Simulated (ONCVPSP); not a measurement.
## Varying the ONCV potential for silicon (Si)

Base potential:

```
Element                 : Si (Z = 14)
Generator               : ONCVPSP 4.0.1
Type                    : optimised norm-conserving Vanderbilt (ONCV)
Functional              : PBE
Relativity              : scalar-relativistic
Frozen core             : [Ne]
Valence charge          : 4
Reference configuration : 3s2 3p1 (charge +1)
Partial waves           : 3s: rc 1.80 bohr, ncon 3, nbas 6, qcut 4 1/bohr, 3 projectors, debl 0.6 Ha; 3p: rc 2.05 bohr, ncon 3, nbas 6, qcut 4.3 1/bohr, 2 projectors, debl 2.3 Ha; d scattering state at 0.05 Ha: rc 1.65 bohr, ncon 4, nbas 9, qcut 6.5 1/bohr, 1 projector
Local potential         : polynomial inside 1.25 bohr (lpopt 3, dvloc0 0 Ha)
Core correction         : polynomial model core, fcfact 0.35
```

In the s channel the program set the typed energies aside and used -0.700, 0.250, 0.850 Ha.

All-electron outer shells of the reference configuration (PBE, scalar-relativistic, ld1.x):

| shell | level (eV) | outermost node (bohr) | outermost maximum (bohr) |
| --- | --- | --- | --- |
| 2s | -149.00 | 0.15 | 0.45 |
| 2p | -105.08 | – | 0.39 |
| 3s | -19.03 | 0.72 | 1.75 |
| 3p | -11.66 | 0.71 | 2.04 |

Cutoffs, loose and tight: the cutoffs (Ha) at which the residual kinetic energy of the hardest occupied pseudo-wave falls to 1 and 0.1 mHa per electron. They do not see the model core or the augmentation charge, which bear on the density cutoff. Test errors are all-electron minus pseudo excitation energies from the reference, over the configurations 3s2 3p2; 3s2 3p0; 3s1 3p0; 3s1 3p2. A dash means not determined; rows that change the core or the reference have their own tests.

A true bound ghost makes a file unfit for plane-wave use even where its test errors are small: the radial tests pick states by their node count and pass the ghost by.

| change | outcome | cutoff, loose | cutoff, tight | bound ghosts | GHOST(+) flags above zero | largest test error (meV) |
| --- | --- | --- | --- | --- | --- | --- |
| base | generated, projector energies reset by the program | 7.2 Ha | 20 Ha | none | s | +33 |
| s: rc 1.65, qcut 4.4, nproj 0; local potential the s channel | generated | 7.9 Ha | 11 Ha | none | none | +51 |
| p: qcut 6.6 | generated, projector energies reset by the program | 7.2 Ha | 20 Ha | none | s | +41 |
| s: rc 1.52 | generated, projector energies reset by the program | 7.7 Ha | 18 Ha | s | s | +42 |
